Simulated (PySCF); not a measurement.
2-(methoxymethyl)pyridine, C7H9NO.
SMILES with atom numbers: `[CH3:1][O:2][CH2:3][c:4]1[cH:5][cH:6][cH:7][cH:8][n:9]1` (hydrogens: H10, H11, H12 on C1; H13, H14 on C3; H15 on C5; H16 on C6; H17 on C7; H18 on C8)

Structure optimised with GFN2-xTB, isolated species.

Entries marked ? are missing. Bonds in one row agree within 0.01 Å.

```tsv
coordinate	value
C1–O2	?
O2–C3	1.409 Å
C3–C4	1.510 Å
C4–C5	1.392 Å
C5–C6	1.384 Å
C6–C7	?
C7–C8	1.386 Å
C8–N9	1.322 Å
C4–N9	?
C1–H10, C1–H11, C1–H12	1.094 Å
C3–H13, C3–H14	1.097 Å
C5–H15	1.079 Å
C6–H16	1.081 Å
C7–H17	1.079 Å
C8–H18	1.082 Å
C1–O2–C3	113.3°
O2–C3–C4	113.6°
C3–C4–C5	?
C3–C4–N9	116.6°
C5–C4–N9	122.6°
C4–C5–C6	?
C5–C6–C7	118.8°
C6–C7–C8	?
C7–C8–N9	123.5°
C4–N9–C8	118.4°
```

Problem. Fill in the missing values.

Solution. 
- C1–O2 = 1.406 Å, drawn single (methoxy carbon to ether oxygen); 0.01 Å below the sum of covalent radii, 1.42 Å.
- C6–C7 = 1.387 Å, aromatic (both ends aromatic CH carbon); 0.07 Å below the sum of covalent radii, 1.46 Å.
- C4–N9 = 1.326 Å, aromatic (substituted aromatic carbon to pyridine-type nitrogen); 0.11 Å below the sum of covalent radii, 1.44 Å.
- C3–C4–C5 = 120.7°, at the substituted aromatic carbon; the outer atoms are 2.523 Å apart.
- C4–C5–C6 = 118.6°, at the aromatic CH carbon, inside a 6-membered ring; the outer atoms are 2.387 Å apart.
- C6–C7–C8 = 118.1°, at the aromatic CH carbon, inside a 6-membered ring; the outer atoms are 2.378 Å apart.

Radii are Cordero's, carbon taken as 0.76, 0.73 or 0.69 Å for four, three, and two or fewer neighbours.

Stationary, but not proved a minimum. One conformer, not necessarily the lowest (C1–O2–C3–C4 -70°, O2–C3–C4–C5 -39°).

All values are computed, not measured.
